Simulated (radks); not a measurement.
Values are calculated unless marked as measured or tabulated.
Coulomb parameter of the 3d shell of the copper ion Cu2+ in the model configuration [Ar] 3d8 4s1, as a second difference U = [E(n + 0.25) + E(n - 0.25) - 2 E(n)] / (0.25)^2 with all orbitals relaxed. "Bare": the charge of the atom changes with n. "Screened": the 4s shell takes up the change at fixed total charge, which measures U(3d,3d) + U(4s,4s) - 2 U(3d,4s). Code: a radial shooting solver on a logarithmic mesh with Libxc functionals. Model: Dirac Kohn-Sham, PBE, spin-unpolarised, spherical densities, finite nucleus; open shells are shared between the two j in proportion to 2j + 1; Fermi nuclear charge, rms radius 3.8823 fm.

case                 configuration  E - E(n) (eV)
start                 [Ar] 3d8 4s1          0.000
bare +0.25         [Ar] 3d8.25 4s1         -8.526
bare -0.25         [Ar] 3d7.75 4s1          9.726
screened +0.25  [Ar] 3d8.25 4s0.75         -2.807
screened -0.25  [Ar] 3d7.75 4s1.25          3.119

U(bare) = 19.204 eV, U(screened by 4s) = 4.981 eV.
